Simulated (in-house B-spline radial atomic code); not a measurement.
**How G0W0 and RPA depend on the start: In⁴⁷⁺**

Configuration 1s2. Computed with a B-spline radial code for spherical atoms: all electrons, non-relativistic, point nucleus, each spin shell either full or empty, empty states to l = 9 with an (l + 1/2)⁻⁴ tail; G0W0 by contour deformation at full frequency.

Without relativity these are model numbers: it shifts the levels of so heavy an element strongly and can reorder them.

Relativity, left out, deepens the 1s level by about Z⁴α²/8 hartree.

```csv
start,mean-field 1s (eV),G0W0 (eV),QP weight,RPA correlation (Eh)
Hartree-Fock,-31838.45,-31838.01,1.000,-0.091958
PBE,-31528.66,-31838.11,1.000,-0.0929
LDA exchange-only,-31485.14,?,?,?
CAM-B3LYP,-31593.34,?,?,?
wB97X,-31590.78,-31837.85,1.000,-0.092719
```

**Question.** What G0W0 level, weight and RPA correlation energy follow from the LDA exchange-only start?

**Answer.** G0W0 level -31838.39 eV, weight 1.000, RPA correlation -0.092896 hartree.

**Question.** What G0W0 level, weight and RPA correlation energy follow from the CAM-B3LYP start?

**Answer.** G0W0 level -31838.06 eV, weight 1.000, RPA correlation -0.09271 hartree.

**Question.** How much of the dependence on the start does G0W0 remove?

**Answer.** The mean-field levels span 353 eV and the G0W0 levels 0.54 eV. Against 32837.593 ± 0.019 eV (NIST, tabulated theory) the G0W0 removal energies are off by -999.75 to -999.21 eV, with relativity, Breit and QED terms left out.
